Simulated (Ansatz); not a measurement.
Geometry optimisation, Ansatz, RKS B3LYP-D4/def2-SVP.

The input (input.yaml):

```yaml
crystal:
  periodic: [false, false, false]
  atoms:
    - { symbol: Ga, position_ang: [-0.7299, -0.1186, -0.0854] }
    - { symbol: F, position_ang: [0.4811, -0.9646, -1.6164] }
    - { symbol: C, position_ang: [0.3299, -0.5422, 1.5819] }
    - { symbol: Cl, position_ang: [-2.7099, -0.0727, -0.7552] }
    - { symbol: H, position_ang: [0.6265, 0.2315, -1.6361] }
    - { symbol: O, position_ang: [0.3952, 1.4033, -1.198] }
    - { symbol: H, position_ang: [-0.3132, -0.7039, 2.4462] }
    - { symbol: H, position_ang: [0.91, -1.443, 1.3819] }
    - { symbol: H, position_ang: [1.0131, 0.2833, 1.7747] }
    - { symbol: H, position_ang: [-0.0028, 1.927, -1.8936] }
basis:
  gaussian: { orbitals: def2-SVP }
hamiltonian:
  xc: b3lyp
  dispersion: d4
relax:
  f_tol: 0.15
  max_steps: 25
  restrain:
    - { distance: [0, 5], at: 1.88, k: 30.0 }
    - { distance: [4, 1], at: 0.88, k: 30.0 }
    - { distance: [0, 1], at: 3.09, k: 30.0 }
    - { distance: [4, 5], at: 2.27, k: 30.0 }
```

Launched with:

```bash
$ ansatz run input.yaml --threads 2 --pin off --max-ram 3072MiB --backend cpu --events-out ev --progress --plain --runs-dir out
```

Q: Where does it end, and by what steps?

A: The run converged. The restraints hold the end off the free minimum. After 8 steps the energy has fallen by 0.009 eV (the restraints' own energy left out); H5 moved furthest, 0.85 Å. Joined: F2–H5 (1.21 → 0.92 Å).

```json
{"step": "0", "energy less start (eV)": "0.0000", "largest force component (eV/Å)": "2.835", "accepted": "yes"}
{"step": "1", "energy less start (eV)": "0.3478", "largest force component (eV/Å)": "2.490", "accepted": "yes"}
{"step": "2", "energy less start (eV)": "0.3768", "largest force component (eV/Å)": "2.206", "accepted": "yes"}
{"step": "3", "energy less start (eV)": "0.4029", "largest force component (eV/Å)": "3.339", "accepted": "yes"}
{"step": "4", "energy less start (eV)": "0.1419", "largest force component (eV/Å)": "1.961", "accepted": "yes"}
{"step": "5", "energy less start (eV)": "0.0851", "largest force component (eV/Å)": "1.471", "accepted": "yes"}
{"step": "6", "energy less start (eV)": "0.0380", "largest force component (eV/Å)": "0.864", "accepted": "yes"}
{"step": "7", "energy less start (eV)": "0.0063", "largest force component (eV/Å)": "1.244", "accepted": "yes"}
{"step": "8", "energy less start (eV)": "-0.0090", "largest force component (eV/Å)": "1.248", "accepted": "yes"}
```

```xyz
10
Properties=species:S:1:pos:R:3
Ga -0.673 0.333 0.073
F 1.004 -1.191 -2.019
C 0.250 -0.469 1.585
Cl -2.788 0.114 -0.375
H 1.143 -0.288 -2.076
O 0.196 1.499 -1.069
H -0.458 -0.686 2.398
H 0.720 -1.408 1.257
H 1.033 0.223 1.932
H -0.428 1.874 -1.705
```

Time of the run: 14 s on 2 threads of AMD EPYC 9R45 96-Core Processor (Zen 5), on a shared host, peak memory 0.32 GiB.
